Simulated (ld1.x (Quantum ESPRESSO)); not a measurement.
**Reading a pseudo-wave (F (Z = 9))**

Columns: radius, all-electron u(r) and pseudo u(r) of the 2s shell (level -29.82 eV) of fluorine in the configuration [He] 2s2 2p5; PBE, non-relativistic, TM scheme, ld1.x (Quantum ESPRESSO) 7.5.

```
r (bohr)  all-electron   pseudo
   0.085        0.4507  -0.1134
   0.170        0.2871  -0.2270
   0.255       -0.0453  -0.3453
   0.340       -0.3734  -0.4836
   0.425       -0.6380  -0.6545
   0.510       -0.8269  -0.8270
   0.595       -0.9457  -0.9457
   0.680       -1.0073  -1.0073
   0.765       -1.0251  -1.0251
   0.850       -1.0112  -1.0112
   0.935       -0.9756  -0.9756
   1.020       -0.9260  -0.9260
   1.105       -0.8681  -0.8681
   1.190       -0.8060  -0.8060
   1.275       -0.7427  -0.7427
   1.360       -0.6802  -0.6802
   1.445       -0.6200  -0.6200
   1.530       -0.5628  -0.5628
   1.615       -0.5091  -0.5091
   1.700       -0.4593  -0.4593
   1.785       -0.4134  -0.4134
   1.870       -0.3714  -0.3714
   1.955       -0.3331  -0.3331
   2.040       -0.2982  -0.2982
   2.125       -0.2667  -0.2667
   2.210       -0.2383  -0.2383
```

(1) How many radial nodes do the two functions have?

(2) At about which radius was the pseudo-wave matched?

(3) Where does each function peak?

(4) Is the pseudo-wave norm-conserving?

Answers

(1) The all-electron 2s function has n − l − 1 = 1; the pseudo-wave has 0, since the states of the same l below it are removed with the core.

(2) 0.55 bohr, where the columns begin to agree (steps of 0.09 bohr).

(3) Outermost all-electron maximum near 0.77 bohr, pseudo maximum near 0.77 bohr (to the table’s step).

(4) Yes: the TM scheme keeps the norm inside the radius equal to the all-electron one, which fixes the energy derivative of the logarithmic derivative at the level.
